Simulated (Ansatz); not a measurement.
`O[SiH2]SC[SiH3]`, relaxed with RKS PBE-D4/def2-SVP in Ansatz 0.2.0 from a rough embedded geometry. The force threshold is 0.03 eV/Å; the program also tests the step.

Charge 0, multiplicity 1.

Start:

```xyz
13

O     1.211   -3.015   -0.737
Si    0.222   -1.920   -0.117
S     1.373   -0.109    0.006
C     0.261    1.120    0.795
Si   -0.923    1.915   -0.282
H     2.158   -2.703   -0.955
H    -0.938   -1.730   -1.056
H    -0.214   -2.274    1.203
H    -0.243    0.545    1.661
H     0.917    1.824    1.286
H    -1.752    2.865    0.463
H    -0.256    2.608   -1.423
H    -1.817    0.873   -0.843
```

```json
{"step": "1", "energy (eV)": "-29778.6189", "largest force (eV/Å)": "3.870", "largest move (Å)": "0.000"}
{"step": "2", "energy (eV)": "-29778.9883", "largest force (eV/Å)": "1.700", "largest move (Å)": "0.097"}
{"step": "3", "energy (eV)": "-29779.0717", "largest force (eV/Å)": "0.425", "largest move (Å)": "0.132"}
{"step": "4", "energy (eV)": "-29779.0856", "largest force (eV/Å)": "0.115", "largest move (Å)": "0.069"}
{"step": "5", "energy (eV)": "-29779.1170", "largest force (eV/Å)": "0.331", "largest move (Å)": "0.200"}
{"step": "6 (rejected)", "energy (eV)": "-29779.0938", "largest force (eV/Å)": "1.428", "largest move (Å)": "0.197"}
{"step": "7", "energy (eV)": "-29779.1355", "largest force (eV/Å)": "0.221", "largest move (Å)": "0.098"}
{"step": "8", "energy (eV)": "-29779.1485", "largest force (eV/Å)": "0.148", "largest move (Å)": "0.100"}
{"step": "9", "energy (eV)": "-29779.1573", "largest force (eV/Å)": "0.400", "largest move (Å)": "0.145"}
{"step": "10", "energy (eV)": "-29779.1684", "largest force (eV/Å)": "0.031", "largest move (Å)": "0.123"}
{"step": "11", "energy (eV)": "-29779.1739", "largest force (eV/Å)": "0.161", "largest move (Å)": "0.197"}
{"step": "12", "energy (eV)": "-29779.1769", "largest force (eV/Å)": "0.134", "largest move (Å)": "0.080"}
{"step": "13", "energy (eV)": "-29779.1809", "largest force (eV/Å)": "0.103", "largest move (Å)": "0.075"}
{"step": "14", "energy (eV)": "-29779.1839", "largest force (eV/Å)": "0.065", "largest move (Å)": "0.133"}
{"step": "15", "energy (eV)": "-29779.1849", "largest force (eV/Å)": "0.040", "largest move (Å)": "0.048"}
{"step": "16", "energy (eV)": "-29779.1852", "largest force (eV/Å)": "0.011", "largest move (Å)": "0.016"}
```

End:

```xyz
13

O     1.246   -3.087   -0.494
Si    0.231   -1.752   -0.532
S     1.420    0.062   -0.501
C     0.482    1.080    0.730
Si   -1.060    1.851   -0.072
H     1.936   -3.048    0.193
H    -0.555   -1.937   -1.792
H    -0.692   -1.644    0.660
H     0.224    0.471    1.622
H     1.188    1.867    1.065
H    -1.815    2.703    0.917
H    -0.648    2.694   -1.245
H    -1.958    0.741   -0.550
```

Hardware: 4 threads of an Arm Neoverse V1 on a shared host. Wall time 30 s, peak host memory 0.17 GiB.
